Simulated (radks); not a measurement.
Values are calculated unless marked as measured or tabulated.
Se4+, 30 electrons, occupied as [Ar] 3d10 4s2 (the NIST ground configuration). Level of theory: scalar-relativistic Kohn-Sham, PBEsol, spin-unpolarised, spherical densities, point nucleus (a radial shooting solver on a logarithmic mesh with Libxc functionals).

Unscreened Slater integrals over Kohn-Sham orbitals (hartree).

| integral | value |
|---|---|
| F0(4s,4s) | 0.56647 |
| F0(4s,3d) | 0.71472 |
| G2(4s,3d) | 0.069176 |
| F0(4s,3p) | 0.71947 |
| G1(4s,3p) | 0.053219 |
| F0(4s,3s) | 0.72128 |
| G0(4s,3s) | 0.039236 |
| F0(3d,3d) | 1.4729 |
| F2(3d,3d) | 0.70056 |
| F4(3d,3d) | 0.43971 |
| F0(3d,3p) | 1.4958 |
| F2(3d,3p) | 0.71628 |
| G1(3d,3p) | 0.86969 |
| G3(3d,3p) | 0.53715 |
| F0(3d,3s) | 1.5127 |
| G2(3d,3s) | 0.66294 |
| F0(3p,3p) | 1.5334 |
| F2(3p,3p) | 0.76808 |
| F0(3p,3s) | 1.5499 |
| G1(3p,3s) | 1.0248 |
| F0(3s,3s) | 1.5686 |
